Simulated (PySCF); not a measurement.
**Electron correlation in Kr(22+) (krypton, charge +22)**

[Ne] 3s2 3p2, high-spin 3P determinant. Calculation: PySCF 2.14, in an uncontracted even-tempered set (18 s from 2.2 bohr⁻², ratio 2.5; 12 p from 2.9 bohr⁻², ratio 2.5; 5 d from 13 bohr⁻², ratio 2.7; 4 f from 20 bohr⁻², ratio 2.7); scalar relativity by spin-free X2C-1e. Frozen: 1s2; 12 electrons correlated; the 22 highest virtual orbitals of each spin left out.

| level | correlation energy (mhartree) |
| --- | --- |
| CCSD | -492.73 |
| (T) | -1.89 |
| CCSD(T) | -494.62 |

Diagnostics: T1 = 0.0014, D1 = 0.0060, largest double amplitude 0.074.

Problem. Is a single reference adequate?

Solution. Mostly. T1 lies below 0.03, but a double amplitude of this size points to a near-degeneracy that CCSD handles and MP2 describes poorly.

At this charge the one-electron X2C treatment keeps the bare 1/r₁₂, with no two-electron picture change or Breit term. The effect here is smaller than on the frozen 1s shell; and a scalar Hamiltonian misses the large spin-orbit splitting of the p shells, which matters for ns² → np² pairs.

Spin-orbit coupling is strong in this species, so the high-spin LS determinant is a model state.
